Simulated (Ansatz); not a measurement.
The pair A = H4Sn (SMILES [SnH4]) (first 5 atoms), B = HF (SMILES F); geometry from B3LYP-D3(BJ)/def2-TZVP.
(charge 0, multiplicity 1):
```xyz
7

Sn     0.1492     0.2715     0.1369
H     -1.4909     0.3175    -0.3203
H      0.3453    -0.9630     1.3251
H      1.1387    -0.1504    -1.1863
H      0.6431     1.7522     0.8185
F     -1.0315    -0.6941     3.5441
H     -0.4964    -0.9005     2.8090
```

Cores are frozen in the correlated methods. Filled d and f shells under p-block atoms count as core.

Programs: Ansatz (Gaussian orbitals). Values without a source in brackets are computed. In def2 rows elements past Kr take small-core potentials, without spin–orbit coupling.

Total energies (hartree), monomers frozen at their geometry in the pair:

```
structure              PBE/def2-TZVPPD  MP2/def2-SVPD  CCSD(T)/def2-SVPD
---------------------  ---------------  -------------  -----------------
AB                        -317.0492656   -315.9027961       -315.9430459
A in the pair's basis     -216.6484764   -215.7413123       -215.7741880
B in the pair's basis     -100.3967262   -100.1592087       -100.1666182
A                         -216.6484606   -215.7407315       -215.7735511
B                         -100.3966843   -100.1581498       -100.1654630
```

Q: Work out the interaction energy without and with the counterpoise correction, and the superposition error, for each level.

A: 
E(AB) − E(A) − E(B), times 627.509 kcal/mol, with the monomers in their own basis and then in the pair's basis:
- PBE/def2-TZVPPD: -2.59 uncorrected, -2.55 corrected; the monomers gain 0.04 kcal/mol from borrowed functions
- MP2/def2-SVPD: -2.46 uncorrected, -1.43 corrected; the monomers gain 1.03 kcal/mol from borrowed functions
- CCSD(T)/def2-SVPD: -2.53 uncorrected, -1.41 corrected; the monomers gain 1.12 kcal/mol from borrowed functions

Ansatz is a first-principles code.
